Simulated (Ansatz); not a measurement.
W₂O₆⁺, relaxed as a doublet with UKS PBE-D4/def2-SVP in Ansatz, starting from the GFN1-xTB geometry. Force threshold 0.02 eV/Å.

In the def2 sets W takes a core potential; there is no spin–orbit coupling. The gap within one spin of the charge 1 doublet nearly closes, so an electron or hole may be smeared out by delocalisation error. The relaxation made no stability test and no search for a lower SCF solution. The structure comes from a short search, and lower isomers may exist.

Start:

```xyz
8

W    -0.814    0.672    0.906
W     0.813   -0.672   -0.906
O     0.657   -0.459   -2.576
O     0.772    0.879    0.041
O     2.014   -1.750   -0.397
O    -2.013    1.751    0.398
O    -0.772   -0.879   -0.041
O    -0.656    0.457    2.576
```

Estimate the energy that the relaxation releases and the steps that it takes.

107.4 kJ/mol, in 6 steps; 20 s on 4 threads of Arm Neoverse V1 on a shared host. No frequencies were taken in this run, so the end may be a saddle point.

Does the start keep its bonding and symmetry?

By distances, no bond broke or formed. The bond that changes most is W2–O4, from 1.82 to 1.93 Å (atoms count from 1). Point group D2h at the start, D2h at the end, both within 0.05 Å.

Predict the relaxed structure.


```xyz
8

W    -0.8529    0.7054    0.9498
W     0.8529   -0.7054   -0.9498
O     0.7762   -0.5581   -2.6760
O     0.8334    0.9486    0.0440
O     2.1085   -1.8278   -0.5366
O    -2.1085    1.8278    0.5366
O    -0.8334   -0.9486   -0.0440
O    -0.7763    0.5581    2.6760
```
Bond lengths (bridged metal pairs left out): 8 × O–W 1.73 to 1.93 Å.
